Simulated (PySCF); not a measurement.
# Field gradients at the hydrogen positions

C₇H₁₀F₂O₂.
Cartesian coordinates in Å at the GFN2-xTB level; atoms count from 1:
```
atom  x, y, z in Å
F1     3.3468    0.4363   -0.9949
C2     2.9677   -0.4810   -0.0604
F3     3.8457   -1.4893   -0.1781
O4     1.7325   -0.9546   -0.2865
C5     0.6449   -0.2690    0.3387
C6    -0.5408   -1.2339    0.3498
C7    -1.8230   -0.4968    0.7227
C8    -2.2091    0.4812   -0.3837
C9    -1.0593    1.4018   -0.7172
O10   -0.3598    2.0057    0.3367
C11    0.3213    1.0286   -0.3957
H12    3.1065   -0.0026    0.9296
H13    0.9304   -0.0102    1.3709
H14   -0.3349   -2.0390    1.0548
H15   -0.6310   -1.6684   -0.6467
H16   -1.6703    0.0521    1.6535
H17   -2.6309   -1.2123    0.8753
H18   -2.4758   -0.0654   -1.2909
H19   -3.0711    1.0776   -0.0784
H20   -1.2224    2.0535   -1.5735
H21    1.1237    1.4026   -1.0264
```

Level: PBE0/pcSseg-1 (PySCF, non-relativistic); Q(2H) = 0.00286 b; rigid geometry, the same for H and D, with no vibrational averaging.

Problem. Rank these positions by the coupling χzz of a deuteron there, largest first.
A. H12 (methine hydrogen)
B. H13 (methine hydrogen)
C. H16 (methylene hydrogen)
D. H17 (methylene hydrogen)

Solution. D (207 kHz), C (203 kHz), B (184 kHz), A (169 kHz).

Problem. Give the electric field gradient Vzz (the principal value of largest size), its asymmetry and the 2H coupling at each hydrogen.

Solution. 
| atom | bonded to | bond length (Å) | Vzz (au) | η | χzz (kHz) |
| --- | --- | --- | --- | --- | --- |
| H12 | C2 | 1.108 | 0.2521 | 0.02 | 169 |
| H13 | C5 | 1.102 | 0.2739 | 0.08 | 184 |
| H14 | C6 | 1.090 | 0.3064 | 0.02 | 206 |
| H15 | C6 | 1.091 | 0.3027 | 0.02 | 203 |
| H16 | C7 | 1.091 | 0.3015 | 0.03 | 203 |
| H17 | C7 | 1.090 | 0.3078 | 0.02 | 207 |
| H18 | C8 | 1.092 | 0.3021 | 0.02 | 203 |
| H19 | C8 | 1.092 | 0.3037 | 0.02 | 204 |
| H20 | C9 | 1.088 | 0.3046 | 0.07 | 205 |
| H21 | C11 | 1.087 | 0.3006 | 0.08 | 202 |

Problem. How does χzz go with the bond length over the 10 C–H bonds?

Solution. A straight-line fit has a slope of -17.6 kHz for each 0.01 Å, with a correlation coefficient of -0.96, over lengths from 1.087 to 1.108 Å. The longer bonds have the smaller couplings here.

Problem. Give the 2H NMR doublet splittings at H12 for a magnetic field along the z, y and x axes of the gradient: 3χ/2, 3χ(1 + η)/4, 3χ(1 − η)/4.

Solution. With |χ| = 169.4 kHz and η = 0.020: 254, 130 and 125 kHz, to first order and without motion.

Isolated species at its GFN2-xTB geometry (one conformer only). GFN2-xTB bond lengths can be off by several hundredths of an ångström, more for odd bonds, and the gradients follow them. These gradients aren't converged with respect to the basis.
